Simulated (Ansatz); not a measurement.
`BN[SiH2]F` + `[SiH3]P` → `F[SiH2]P[SiH3]` + `BN` at 400 K and 1 bar (ligand exchange at the Si–N bond).

Computed with Ansatz on PBE0-D4/def2-TZVP structures; ΔE is electronic, products minus reactants. CCSD(T)/CBS is the MP2 limit (def2-TZVPP, def2-QZVPP) plus CCSD(T) − MP2 in def2-TZVPP, frozen cores. This one scheme is used for every species. One conformer a species, not always the lowest.

```
         species  CCSD(T)/CBS energy (Eh)  H − E (kJ/mol)  S (J/(mol·K))
     `BN[SiH2]F`               -471.49877           182.0          339.2
       `[SiH3]P`               -633.00997           132.7          302.6
`F[SiH2]P[SiH3]`              -1022.56126           179.3          402.6
            `BN`                -81.93499           142.5          243.5
```

H − E and S are ideal-gas, rigid-rotor, harmonic terms from PBE0-D4/def2-TZVP, for one conformer and one mirror image of each species. 1 Eh = 2625.50 kJ/mol, R = 8.31446 J/(mol·K).

Q: By hand: ΔE, ΔH, ΔS and ΔG.

A: ΔE = (-1022.56126) + (-81.93499) − (-471.49877) − (-633.00997) = 0.01249 Eh = 32.8 kJ/mol. Δ(H − E) = 179.3 + 142.5 − 182.0 − 132.7 = 7.1, so ΔH = 39.9 kJ/mol. ΔS = 402.6 + 243.5 − 339.2 − 302.6 = 4.3 J/(mol·K). ΔG = 39.9 − 400 × (4.3)/1000 = 38.2 kJ/mol.

Q: By hand: the equilibrium constant, and the temperature at which ΔG would vanish if ΔH and ΔS stayed fixed.

A: log₁₀ K = −ΔG/(RT ln 10) = -5.0. ΔG = 0 at ΔH/ΔS = 9279 K, far beyond where these terms or the molecules hold.

The number of gas molecules stays the same, so ΔS is small and ΔH decides. A doubt of 5 kJ/mol in ΔE shifts log₁₀ K by 0.7 here. Other conformers and mirror images would add mixing entropy, several J/(mol·K) or more a flexible species. Modes under 60 cm⁻¹, often nearly free rotors, make the harmonic entropy too high. These are equilibria of isolated gas molecules and say nothing of rates. Largest T1 diagnostic: 0.013 (customary marks: 0.02 for closed shells, 0.045 for open ones).
